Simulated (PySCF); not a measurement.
Orbital picture of BeF⁺

M06-2X at R = 1.317 Å; basis Be cc-pVTZ, F cc-pVTZ; no relativity; PySCF 2.14. State: ¹Σ⁺ (singlet), closed shell. Only the outer orbitals are listed, counted within each symmetry.

```
orbital  occ.  ε (eV)  on Be (%)   main shells (%)
     3σ     2  -43.09         11            88 F s
     4σ     2  -22.79         13            82 F p
     1π     2  -21.39         11            89 F p
     1π     2  -21.39         11            89 F p
     5σ     0  -10.89        100  72 Be s, 28 Be p
     2π     0   -6.38         96           92 Be p
     2π     0   -6.38         96           92 Be p
```

Which are the highest filled and the lowest empty level, where do they sit, and how wide is the gap?

Highest filled 1π at -21.39 eV (in %: 89 F p); lowest empty 5σ at -10.89 eV (in %: 72 Be s, 28 Be p); the gap at M06-2X is 10.50 eV.

- bond order (Mayer): 1.53
- ⟨S²⟩: 0.000
- charge on Be (Mulliken, basis-dependent): 1.09
- charge on Be (Löwdin, basis-dependent): 0.74
- dipole moment (positive dipole points towards F; it is taken about the centre of mass and depends on that origin): -7.69 D
